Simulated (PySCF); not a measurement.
Computed spin Hamiltonian

C₆H₆O₃ (charge +1 and doublet state).
Z-matrix (Å and degrees, GFN2-xTB geometry), rows numbered from 1:
```
C 
O   1  1.4365
C   2  1.2885  1  118.07
O   3  1.1986  2  131.60  1    -0.29
C   3  1.5154  2  112.14  1   179.61
C   5  1.3407  3  135.07  2  -179.59
C   6  1.5053  5   92.39  3  -179.92
C   5  1.5034  3  128.84  2     0.16
O   8  1.1657  5  138.03  3    -0.50
H   1  1.0908  2  110.46  3    61.60
H   1  1.0909  2  110.48  3   -59.66
H   1  1.0880  2  105.21  3  -179.08
H   6  1.0745  5  135.05  3     0.27
H   7  1.0918  6  115.72  5   113.12
H   7  1.0919  6  115.81  5  -113.64
```

The hyperfine couplings belong to this conformer and change with its torsions.

As a line formula: `COC(=O)[C+]1[CH]CC1=O` [radical] (charge +1).

Method used: PySCF 2.14.0, UKS B3LYP, pcH-1 on C H O, non-relativistic, mean-field spin-orbit, GIAO. The structure is a single GFN2-xTB conformer in the gas phase; no vibrational or solvent corrections. GFN2-xTB frequencies show an imaginary mode (50i cm⁻¹), so this geometry is no minimum at that level. Couplings are sensitive to structure, and on GFN2-xTB geometries they can be far from those on DFT ones, by a factor of two or more for some ions and for spin on atoms past the first row. No stability test was run, so a lower SCF solution isn't excluded.

| Item | Value |
| --- | --- |
| g1, g2, g3 | 2.00197, 2.00557, 2.00689 |
| g_iso | 2.00481 |
| Form of g | rhombic: the two nearest values differ by 27 % of g3 − g1 |
| ⟨S²⟩ | 0.7569 (exact 0.7500) |
| α and β electrons | 33, 32 |

Hyperfine couplings atom by atom, in mT; T1 to T3 are the principal values of the dipolar part (MHz turned into mT with g_iso):

```json
{"atom": "C1", "isotope": "13C", "a_iso": "-0.02", "T1": "-0.03", "T2": "-0.01", "T3": "0.04", "Mulliken spin population": "0.01"}
{"atom": "O2", "isotope": "17O", "a_iso": "-0.39", "T1": "-0.25", "T2": "0.07", "T3": "0.18", "Mulliken spin population": "0.01"}
{"atom": "C3", "isotope": "13C", "a_iso": "0.26", "T1": "-0.30", "T2": "-0.10", "T3": "0.40", "Mulliken spin population": "0.00"}
{"atom": "O4", "isotope": "17O", "a_iso": "-0.70", "T1": "-3.40", "T2": "1.57", "T3": "1.84", "Mulliken spin population": "0.31"}
{"atom": "C5", "isotope": "13C", "a_iso": "-0.48", "T1": "-0.87", "T2": "-0.70", "T3": "1.57", "Mulliken spin population": "0.16"}
{"atom": "C6", "isotope": "13C", "a_iso": "-0.38", "T1": "-0.22", "T2": "0.06", "T3": "0.16", "Mulliken spin population": "-0.04"}
{"atom": "C7", "isotope": "13C", "a_iso": "2.79", "T1": "-0.68", "T2": "-0.64", "T3": "1.32", "Mulliken spin population": "0.18"}
{"atom": "C8", "isotope": "13C", "a_iso": "-2.04", "T1": "-0.58", "T2": "-0.02", "T3": "0.60", "Mulliken spin population": "-0.01"}
{"atom": "O9", "isotope": "17O", "a_iso": "-0.84", "T1": "-4.17", "T2": "1.87", "T3": "2.30", "Mulliken spin population": "0.39"}
{"atom": "H10", "isotope": "1H", "a_iso": "0.00", "T1": "-0.05", "T2": "-0.03", "T3": "0.08", "Mulliken spin population": "0.00"}
{"atom": "H11", "isotope": "1H", "a_iso": "0.00", "T1": "-0.05", "T2": "-0.03", "T3": "0.08", "Mulliken spin population": "0.00"}
{"atom": "H12", "isotope": "1H", "a_iso": "0.00", "T1": "-0.05", "T2": "0.00", "T3": "0.05", "Mulliken spin population": "0.00"}
{"atom": "H13", "isotope": "1H", "a_iso": "0.03", "T1": "-0.09", "T2": "0.02", "T3": "0.07", "Mulliken spin population": "0.00"}
{"atom": "H14", "isotope": "1H", "a_iso": "0.54", "T1": "-0.29", "T2": "-0.05", "T3": "0.34", "Mulliken spin population": "0.00"}
{"atom": "H15", "isotope": "1H", "a_iso": "0.55", "T1": "-0.29", "T2": "-0.05", "T3": "0.34", "Mulliken spin population": "0.01"}
```

The Mulliken spin populations are largest on O9 (+0.39), O4 (+0.31), C7 (+0.18) and C5 (+0.16). Four atoms exceed +0.15.

C6, the radical centre as drawn in `COC(=O)[C+]1[CH]CC1=O`, holds a spin population of -0.04 out of 1.

Axes: g1 points within 15° of the C7–C8 bond and g2 points within 5° of the C3–O4 bond.

Under fast tumbling the dipolar parts average out, and these isotropic splittings remain: 2 × 1H (H14/H15, I = 1/2, 3 lines) with 0.54 mT.

Means are taken over nuclei equivalent by connectivity, which assumes that they swap fast.

The 13C coupling of C7 (78.3 MHz) shows only in satellite lines or after enrichment, since that isotope makes up about 1.07 % of natural carbon.

The 17O coupling of O9 (-23.5 MHz) shows only in satellite lines or after enrichment, since that isotope makes up about 0.038 % of natural oxygen.

The spin density at the nucleus, in bohr⁻³, is negative for C8 (-0.0510), C5 (-0.0120) and C6 (-0.0095), for instance. A restricted open-shell determinant has no negative spin density anywhere; here it arises because α and β orbitals differ (spin polarisation).

Hardware: one thread of an Arm Neoverse V1, shared host with 32 logical CPUs at a one-minute load of 25. Cost: 86 s wall (grids of density and orbitals included), 0.97 GiB resident at most.
